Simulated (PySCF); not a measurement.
# Ionisation energy along the 6-electron series

Calculated with PySCF 2.14 and a two-component X2C-1e Hamiltonian (Gaussian nucleus, no Breit or QED terms), each ion in its own even-tempered basis scaled to its charge; GMP2 freezes nothing and drops the highest virtual spinors. Values in eV. NIST values: (m) measured, (s) semi-empirical, (t) theoretical.

| ion | configuration | GHF (spin-free) | GMP2 (spin-free) | GHF (screened spin-orbit) | GMP2 (screened spin-orbit) | NIST |
| --- | --- | --- | --- | --- | --- | --- |
| La⁵¹⁺ | [He] 2s2 2p2 | 9863.3 | 9863.1 | 10147.2 | 10149.5 | 10136 ± 4 (t) |
| Ce⁵²⁺ | [He] 2s2 2p2 | 10245.9 | 10245.7 | 10554.6 | 10556.9 | 10542 ± 4 (t) |
| Pr⁵³⁺ | [He] 2s2 2p2 | 10636.4 | 10636.2 | 10971.5 | 10973.8 | 10959 ± 5 (t) |

Between Z = 57 and Z = 59 the GMP2 (screened spin-orbit) value grows as Z to the power 2.26.
